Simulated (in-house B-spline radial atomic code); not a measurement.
Ionising B2+ with different functionals

Computed with a radial B-spline atomic code at the basis-set limit: non-relativistic Hamiltonian, point nucleus, spin-polarised at highest spin, spherical fractional occupations for the functionals, and exact exchange of hybrids averaged over the configuration. The ionisation energy is the difference of two self-consistent energies, [He] 2s1 → 1s2, without Breit or QED terms; ε is the level of the shell that loses the electron (its least bound occupied spin orbital).

```tsv
method	rung	ΔSCF (eV)	-ε(2s) (eV)
PBE0	global hybrid	38.23	34.05
B3LYP	global hybrid	38.48	33.77
TPSSh	global hybrid	38.15	33.31
M06-2X	global hybrid	38.21	35.37
BHandHLYP	global hybrid	38.36	35.30
r2SCAN0	global hybrid	37.92	34.19
B97-1	global hybrid	38.08	33.70
HSE06	range-separated hybrid	38.23	33.63
wB97X	range-separated hybrid	37.42	36.44
CAM-B3LYP	range-separated hybrid	38.46	35.49
LC-wPBE	range-separated hybrid	38.37	37.19
```

Problem. Among the functionals, which spreads more, the ΔSCF values or the orbital energies?

Solution. The orbital energies: ΔSCF values span about 1.06 eV and the orbital energies 3.87 eV.

Problem. How do they compare with the NIST value?

Solution. NIST lists 37.931 eV (measured, ground level to ground level). Errors run from -0.51 to +0.55 eV; r2SCAN0 is closest (-0.01 eV), but part of that can be cancellation, since the calculations leave out relativity, Breit-QED terms.
